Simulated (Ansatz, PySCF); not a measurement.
trifluorosilylmethanol (CH3F3OSi), SMILES C([Si](F)(F)F)O. Atoms are numbered in the order given.

```xyz
9

O     -2.2874     0.3528    -0.0331
C     -1.3629    -0.6961     0.1401
Si     0.3815    -0.0704    -0.0201
F      0.8086     0.2741    -1.5245
F      1.4668    -1.0999     0.5581
F      0.4929     1.2921     0.8275
H     -2.1323     1.0110     0.6536
H     -1.4844    -1.2337     1.1026
H     -1.5576    -1.4443    -0.6454
```
Charge 0, spin multiplicity 1.

Geometry optimised at PBE0-D3(BJ)/def2-SVP. Other conformers were not sampled.

Two levels are set side by side: PBE-D3(BJ)/def2-SVP (Ansatz, a quantum-chemistry and plane-wave program) and PBE0-D3(BJ)/def2-SVP (Ansatz). Each level has its own optimised geometry; the coordinates shown are those of the second. Frequencies come from the Hessian of PySCF at each geometry. Differences are taken from unrounded values.

```json
[
 {"quantity": "mean bond length (Å)", "PBE0-D3(BJ)": "1.407"},
 {"quantity": "bond O1–C2 (Å)", "PBE0-D3(BJ)": "1.409"},
 {"quantity": "bond C2–Si3 (Å)", "PBE0-D3(BJ)": "1.860"},
 {"quantity": "bond Si3–F4 (Å)", "PBE0-D3(BJ)": "1.601"},
 {"quantity": "bond Si3–F5 (Å)", "PBE0-D3(BJ)": "1.604"},
 {"quantity": "bond Si3–F6 (Å)", "PBE0-D3(BJ)": "1.608"},
 {"quantity": "bond O1–H7 (Å)", "PBE0-D3(BJ)": "0.964"},
 {"quantity": "bond C2–H8 (Å)", "PBE0-D3(BJ)": "1.109"},
 {"quantity": "bond C2–H9 (Å)", "PBE0-D3(BJ)": "1.102"},
 {"quantity": "highest harmonic wavenumber (cm⁻¹)", "PBE0-D3(BJ)": "3872"},
 {"quantity": "mean harmonic wavenumber (cm⁻¹)", "PBE0-D3(BJ)": "1086"},
 {"quantity": "zero-point energy (kcal/mol)", "PBE0-D3(BJ)": "32.59"}
]
```

What does PBE-D3(BJ) give, and how far is it from PBE0-D3(BJ)? (The exact figures need the calculation; the answer reports its results.)


| quantity | PBE-D3(BJ) | PBE-D3(BJ) minus PBE0-D3(BJ) |
|---|---|---|
| mean bond length (Å) | 1.421 | 0.014 |
| bond O1–C2 (Å) | 1.423 | 0.014 |
| bond C2–Si3 (Å) | 1.874 | 0.014 |
| bond Si3–F4 (Å) | 1.618 | 0.017 |
| bond Si3–F5 (Å) | 1.621 | 0.017 |
| bond Si3–F6 (Å) | 1.626 | 0.018 |
| bond O1–H7 (Å) | 0.976 | 0.012 |
| bond C2–H8 (Å) | 1.119 | 0.010 |
| bond C2–H9 (Å) | 1.111 | 0.008 |
| highest harmonic wavenumber (cm⁻¹) | 3691 | -182 |
| mean harmonic wavenumber (cm⁻¹) | 1045 | -40 |
| zero-point energy (kcal/mol) | 31.38 | -1.22 |

Exact exchange shortens and stiffens bonds; PBE has none. Differences between two approximate levels are no errors against the true value.
